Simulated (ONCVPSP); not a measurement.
**lutetium: excitation energies, all-electron against ONCV**

lutetium, optimised norm-conserving Vanderbilt (ONCV), made with ONCVPSP 4.0.1 (PBE, non-relativistic). Core [Kr] 4d10, reference 4f14 5s2 5p6 5d1 6s1 (charge +1). Waves: 5s+6s: rc 2.50 bohr, ncon 5, nbas 8, qcut 3.7 1/bohr, 3 projectors, debl 2.3 Ha; 5p: rc 1.80 bohr, ncon 4, nbas 8, qcut 7.4 1/bohr, 2 projectors, debl 0.5 Ha; 5d: rc 2.95 bohr, ncon 4, nbas 8, qcut 5.7 1/bohr, 1 projector; 4f: rc 1.00 bohr, ncon 4, nbas 9, qcut 15.3 1/bohr, 2 projectors, debl 2.5 Ha. Local part: polynomial inside 0.90 bohr (lpopt 5, dvloc0 3 Ha). Core correction: none.

In the p channel the program set the typed energies aside and used -1.343, 0.250 Ha.

Energies are relative to the spin-unpolarised reference configuration 4f14 5s2 5p6 5d1 6s1; without spin polarisation the order of configurations can differ from experiment.

Task: Give the all-electron excitation energy and the error of the potential for: 4f14 5s2 5p6 5d1 6s2; 4f14 5s2 5p6 5d1 6s0; 4f14 5s2 5p6 5d0 6s0; 4f14 5s2 5p6 5d2 6s1.

Result:

```csv
valence configuration,charge,ΔE all-electron (eV),error AE − PS (meV)
4f14 5s2 5p6 5d1 6s2,0,-6.633,-0.7
4f14 5s2 5p6 5d1 6s0,+2,12.110,-1.5
4f14 5s2 5p6 5d0 6s0,+3,32.703,+18
4f14 5s2 5p6 5d2 6s1,0,-4.918,+0.2
```

Levels in the configuration 4f14 5s2 5p6 5d0 6s0:

```tsv
level	all-electron (eV)	pseudo (eV)
4f	-41.448	-41.383
5s	-76.831	-76.775
5p	-55.801	-55.765
```

Note: ghosts flagged at negative energy: s at -36.8 eV; GHOST(+) flagged for p at 126.5 eV. A true bound ghost makes a file unfit for plane-wave use.
